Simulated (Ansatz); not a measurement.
Z-matrix (Å, degrees):
```
Ge
O 1 1.897
Si 1 2.258 2 45.7
N 1 1.814 2 110.3 3 -118.9
H 1 1.535 2 108.0 3 124.1
H 3 1.487 1 122.1 2 -103.1
H 3 1.487 1 124.3 2 102.7
H 4 1.008 1 117.3 2 -132.5
H 4 1.007 1 118.7 2 88.5
```

Charge 0, multiplicity 1.

Problem. List the r2SCAN/def2-TZVPP orbital energies in eV (Ansatz). (Best estimate.)

Solution. The calculation gave: Occupied: -10834.54, -1791.64, -1349.59, -1199.66, -1199.63, -1199.61, -515.09, -385.20, -167.82, -142.01, -117.59, -117.49, -117.46, -96.93, -96.85, -96.83, -30.92, -30.83, -30.80, -30.75, -30.71, -24.88, -22.20, -13.85, -13.08, -12.62, -10.27, -9.77, -9.22, -8.99, -7.19, -7.10, -5.67. Lowest empty: -1.46, -0.50, -0.15, 1.09, 1.42, 1.73, 2.50, 3.12.
